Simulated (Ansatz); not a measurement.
Total energies of CH$_{6}$AlNSi.

```xyz
10

C    -0.341    0.995    0.790
N     0.145    0.464   -0.511
Si    0.931   -1.144   -0.374
Al   -1.210   -0.735    0.499
H     0.445    1.215    1.512
H    -0.975    1.869    0.636
H     0.296    1.128   -1.258
H     2.259   -1.096    0.311
H     1.167   -1.609   -1.769
H    -2.717   -1.087    0.165
```

Charge 0, multiplicity 1. All single points use the PBE0-D4/def2-TZVP geometry. Basis def2-TZVPP, Ansatz.

RPA on PBE orbitals: Hartree–Fock energy of these orbitals -626.62851 Eh, correlation -1.01893 Eh (frozen core).

| functional | kind | energy without D4 (Eh) | D4 term (kJ/mol) |
| --- | --- | --- | --- |
| r2SCAN | meta-GGA | -628.30752 | -5.0 |
| CAM-B3LYP | range-separated hybrid | -628.37629 | -18.5 |

Give the same for LDA (SPW92), PBE, revPBE, BLYP, B97M-V, PBE0, B3LYP, r2SCANh, r2SCAN0, HSE06 (plane-wave form), BHLYP, LC-ωPBE, ωB97X-V, ωB97M-V, B2PLYP, PBE-QIDH. (Best estimate.)

The calculation gave: 
```json
{"functional": "LDA (SPW92)", "kind": "LDA", "energy without D4 (Eh)": "-625.36726", "D4 term (kJ/mol)": "–"}
{"functional": "PBE", "kind": "GGA", "energy without D4 (Eh)": "-628.00582", "D4 term (kJ/mol)": "-21.5"}
{"functional": "revPBE", "kind": "GGA", "energy without D4 (Eh)": "-628.27456", "D4 term (kJ/mol)": "-63.5"}
{"functional": "BLYP", "kind": "GGA", "energy without D4 (Eh)": "-628.37086", "D4 term (kJ/mol)": "-47.4"}
{"functional": "B97M-V", "kind": "meta-GGA with VV10", "energy without D4 (Eh)": "-628.27933", "D4 term (kJ/mol)": "–"}
{"functional": "PBE0", "kind": "global hybrid, 25 % exact exchange", "energy without D4 (Eh)": "-628.06708", "D4 term (kJ/mol)": "-18.1"}
{"functional": "B3LYP", "kind": "global hybrid, 20 %", "energy without D4 (Eh)": "-628.46371", "D4 term (kJ/mol)": "-35.1"}
{"functional": "r2SCANh", "kind": "meta-GGA hybrid, 10 %", "energy without D4 (Eh)": "-628.29912", "D4 term (kJ/mol)": "-5.3"}
{"functional": "r2SCAN0", "kind": "meta-GGA hybrid, 25 %", "energy without D4 (Eh)": "-628.28749", "D4 term (kJ/mol)": "-5.9"}
{"functional": "HSE06 (plane-wave form)", "kind": "screened hybrid", "energy without D4 (Eh)": "-628.04897", "D4 term (kJ/mol)": "-17.0"}
{"functional": "BHLYP", "kind": "global hybrid, 50 %", "energy without D4 (Eh)": "-628.35570", "D4 term (kJ/mol)": "-28.4"}
{"functional": "LC-ωPBE", "kind": "long-range corrected hybrid", "energy without D4 (Eh)": "-628.18220", "D4 term (kJ/mol)": "–"}
{"functional": "ωB97X-V", "kind": "range-separated hybrid GGA with VV10", "energy without D4 (Eh)": "-628.30243", "D4 term (kJ/mol)": "–"}
{"functional": "ωB97M-V", "kind": "range-separated hybrid meta-GGA with VV10", "energy without D4 (Eh)": "-628.33062", "D4 term (kJ/mol)": "–"}
{"functional": "B2PLYP", "kind": "double hybrid", "energy without D4 (Eh)": "-628.09372", "D4 term (kJ/mol)": "–"}
{"functional": "PBE-QIDH", "kind": "double hybrid", "energy without D4 (Eh)": "-627.87781", "D4 term (kJ/mol)": "–"}
```

B3LYP takes the VWN-RPA correlation (the form of Gaussian; ORCA's B3LYP/G). HSE06 is the plane-wave form, built on full-range PBE exchange. The double hybrids freeze the cores in their second-order part.

LC-ωPBE has ω = 0.4 bohr⁻¹.
